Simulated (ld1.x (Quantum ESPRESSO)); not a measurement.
Plane-wave convergence, RRKJ potential for titanium

```
Element                 : titanium
Generator               : ld1.x (Quantum ESPRESSO) 7.5
Type                    : norm-conserving RRKJ (Kleinman–Bylander form)
Functional              : Wu–Cohen
Relativity              : scalar-relativistic
Frozen core             : [Ne]
Valence charge          : 12
Reference configuration : 3s2 3p6 3d1 4s0 4p0 (charge +3)
Partial waves           : 3p (bound): rc 1.25 bohr; 3d (bound): rc 1.60 bohr; 3s (bound): rc 1.60 bohr
Local potential         : the s channel
Core correction         : none
rho0                    : 0.01
```

The pseudo-atom Hamiltonian at the reference potential is diagonalised in spherical Bessel functions j_l(qr) that vanish at 20 bohr, with q² up to the cutoff. All-electron valence levels (Ry): 3p -5.2096, 4p -1.5237, 3d -2.5499, 3s -6.9753, 4s -1.9278.

Q: How do the lowest levels (Ry) of each channel move with the cutoff, and are there ghosts?

A:

```tsv
cutoff (Ry)	p #1	p #2	p #3	d #1	d #2	s #1	s #2	s #3	f #1	f #2	Σ f·Δε (mRy)
8	-3.9477	-1.2545	-0.6324	-1.4814	-0.6957	-6.8572	-1.9217	-0.8652	-0.6318	-0.3906	8876.9
12	-4.5631	-1.3743	-0.6747	-1.6518	-0.7488	-6.9345	-2.0117	-0.9037	-0.6348	-0.3927	4859.6
18	-4.9972	-1.4754	-0.7108	-1.8721	-0.8089	-6.9395	-2.0403	-0.9189	-0.6367	-0.3940	2024.5
25	-5.1628	-1.5321	-0.7319	-2.0519	-0.8539	-6.9559	-2.0414	-0.9201	-0.6374	-0.3945	818.3
35	-5.1998	-1.5517	-0.7398	-2.3193	-0.9167	-6.9724	-2.0431	-0.9204	-0.6376	-0.3946	296.0
40	-5.2004	-1.5525	-0.7401	-2.4273	-0.9407	-6.9738	-2.0441	-0.9208	-0.6376	-0.3946	181.4
50	-5.2014	-1.5527	-0.7402	-2.5255	-0.9619	-6.9740	-2.0448	-0.9212	-0.6376	-0.3946	76.8
60	-5.2044	-1.5537	-0.7406	-2.5467	-0.9664	-6.9746	-2.0449	-0.9212	-0.6376	-0.3946	36.5
80	-5.2090	-1.5556	-0.7413	-2.5498	-0.9669	-6.9753	-2.0450	-0.9212	-0.6376	-0.3946	4.4
100	-5.2096	-1.5558	-0.7414	-2.5499	-0.9670	-6.9753	-2.0450	-0.9213	-0.6376	-0.3946	0.9
120	-5.2096	-1.5558	-0.7414	-2.5500	-0.9670	-6.9753	-2.0450	-0.9213	-0.6376	-0.3946	0.6
400	-5.2097	-1.5559	-0.7414	-2.5500	-0.9670	-6.9753	-2.0450	-0.9213	-0.6376	-0.3946	0.0
```

Result: no extra level below or beside the all-electron valence levels (p, d, s, f tested); 10 mRy is reached at 80 Ry and 1 mRy at 100 Ry.

Its largest configuration-test error is +1856 meV.
